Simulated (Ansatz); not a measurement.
Zn₁₀H₃₀Se₁₀. The state is a singlet with charge 0. Geometry PBE-D4/def2-SVP.

```xyz
50

Zn    1.178    0.987   -3.014
Zn   -1.546   -3.545   -2.562
Zn    3.392   -0.022   -0.335
Zn    0.906   -4.183    1.771
Zn   -3.139   -1.086   -3.284
Zn    1.117    3.124    0.188
Zn   -3.876    1.910    0.840
Zn   -0.832   -0.651    0.389
Zn    1.421   -1.841    3.567
Zn   -2.195    1.909    3.286
Se    0.388   -1.553   -3.259
Se   -1.245    1.869   -3.563
Se    1.035    0.744   -0.550
Se   -0.728   -3.119   -0.052
Se    2.776   -2.540    0.280
Se    3.618    0.643    2.187
Se   -2.894    0.042   -0.782
Se   -1.515    3.361    0.081
Se    1.055    3.073    2.821
Se   -0.602   -0.235    2.781
H     2.307    1.470   -3.973
H    -2.898   -2.652   -2.462
H    -0.837   -4.763   -3.234
H     4.610    0.115   -1.298
H     1.493   -5.566    1.349
H     0.455   -3.235    3.011
H    -1.685   -0.587   -3.871
H    -4.642   -0.911   -3.703
H     1.992    4.250   -0.456
H    -4.925    2.876    0.206
H    -3.407    1.167    2.215
H     2.477   -1.488    2.338
H     1.582   -1.796    5.129
H    -1.357    2.987    2.346
H    -2.595    1.891    4.804
H     0.386   -1.843   -4.715
H     1.771   -2.173   -3.133
H    -1.147    1.659   -5.027
H    -0.749    3.286   -3.724
H    -2.027   -3.316    0.639
H     3.222   -3.249   -0.993
H     4.026   -2.968    0.953
H     4.712   -0.245    2.647
H     4.615    1.763    1.960
H    -3.714   -1.010   -0.130
H    -1.644    3.907   -1.340
H    -1.795    4.712    0.624
H     0.619    4.491    2.864
H     2.495    3.518    2.961
H    -1.656   -1.179    3.225
```

Single mean-field runs in def2-SVP, def2-TZVP are fitted with def2-universal-jkfit.

(1) Estimate the orbital energies around the gap (eV) in Ansatz with PBE-D4/def2-SVP, r2SCAN-D4/def2-TZVP, PBE0-D4/def2-SVP, PBE0-D4/def2-TZVP, r2SCAN0-D4/def2-TZVP.

Answers

(1) 
| orbital | PBE-D4/def2-SVP | r2SCAN-D4/def2-TZVP | PBE0-D4/def2-SVP | PBE0-D4/def2-TZVP | r2SCAN0-D4/def2-TZVP |
| --- | --- | --- | --- | --- | --- |
| HOMO−13 | -6.74 | -7.25 | -7.96 | -8.12 | -8.31 |
| HOMO−12 | -6.65 | -7.19 | -7.90 | -8.08 | -8.28 |
| HOMO−11 | -6.56 | -7.07 | -7.77 | -7.93 | -8.13 |
| HOMO−10 | -6.47 | -6.98 | -7.68 | -7.85 | -8.04 |
| HOMO−9 | -6.44 | -6.95 | -7.64 | -7.82 | -8.01 |
| HOMO−8 | -6.33 | -6.83 | -7.52 | -7.68 | -7.87 |
| HOMO−7 | -6.21 | -6.72 | -7.40 | -7.57 | -7.76 |
| HOMO−6 | -6.12 | -6.64 | -7.31 | -7.49 | -7.68 |
| HOMO−5 | -6.03 | -6.54 | -7.20 | -7.38 | -7.56 |
| HOMO−4 | -5.98 | -6.50 | -7.15 | -7.34 | -7.52 |
| HOMO−3 | -5.95 | -6.40 | -7.06 | -7.21 | -7.38 |
| HOMO−2 | -5.70 | -6.20 | -6.79 | -7.03 | -7.18 |
| HOMO−1 | -5.57 | -6.08 | -6.67 | -6.90 | -7.07 |
| HOMO | -5.50 | -6.00 | -6.58 | -6.80 | -6.96 |
| LUMO | -2.52 | -2.55 | -1.78 | -1.96 | -1.88 |
| LUMO+1 | -2.22 | -2.31 | -1.46 | -1.68 | -1.61 |
| LUMO+2 | -2.18 | -2.25 | -1.40 | -1.61 | -1.53 |
| LUMO+3 | -1.76 | -1.85 | -0.99 | -1.32 | -1.19 |
| LUMO+4 | -1.71 | -1.77 | -0.91 | -1.19 | -1.08 |
| LUMO+5 | -1.64 | -1.69 | -0.83 | -1.13 | -0.99 |
